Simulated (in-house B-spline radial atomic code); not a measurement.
A run on neutral iron (an excited or competing configuration) that did not converge. Method: scalar-relativistic (X2C) B97-1, spin-polarised, spherical fractional occupations, Fermi nucleus of rms radius 3.7377 fm; computed with a B-spline radial code for spherical atoms.

Command:
```bash
python run_scf.py task.json out
```
Settings (nuclear radius in fm, mass in u):
```
Z                26
configuration    [Ne] 3s2 3p5 3d6 4s2 5f1
hamiltonian      x2c
method           b97_1
spin_polarised   True
nucleus          fermi
rms_radius       3.7377
atomic_mass      55.93494
speed_of_light   137.035999084
```

First and last ten iterations of the last attempt (damped for 15 steps, keeping 80 % of the old Fock matrix, then DIIS):
```
 iter        energy (Eh)    residual
    1       -1252.302385    4.50e-01
    2       -1260.945631    5.36e-01
    3       -1265.119345    3.73e-01
    4       -1267.542717    2.56e-01
    5       -1268.831732    1.67e-01
    6       -1269.498975    1.09e-01
    7       -1269.811701    8.07e-02
    8       -1269.951165    5.91e-02
    9       -1270.014234    4.34e-02
   10       -1270.042734    3.34e-02
  111       -1270.074503    8.42e-05
  112       -1270.074503    8.32e-05
  113       -1270.074503    8.27e-05
  114       -1270.074503    8.40e-05
  115       -1270.074505    8.35e-05
  116       -1270.074505    8.38e-05
  117       -1270.074506    8.34e-05
  118       -1270.074506    9.04e-05
  119       -1270.074499    9.64e-05
  120       -1270.074547    2.66e-04
 not converged after 120 iterations
```

The smallest residual met was 2.7e-05; the threshold is about 3e-07. No energy from this run should be used. Time taken, with all properties: 5.8 s on 1 thread of Arm Neoverse V1, on a shared host.
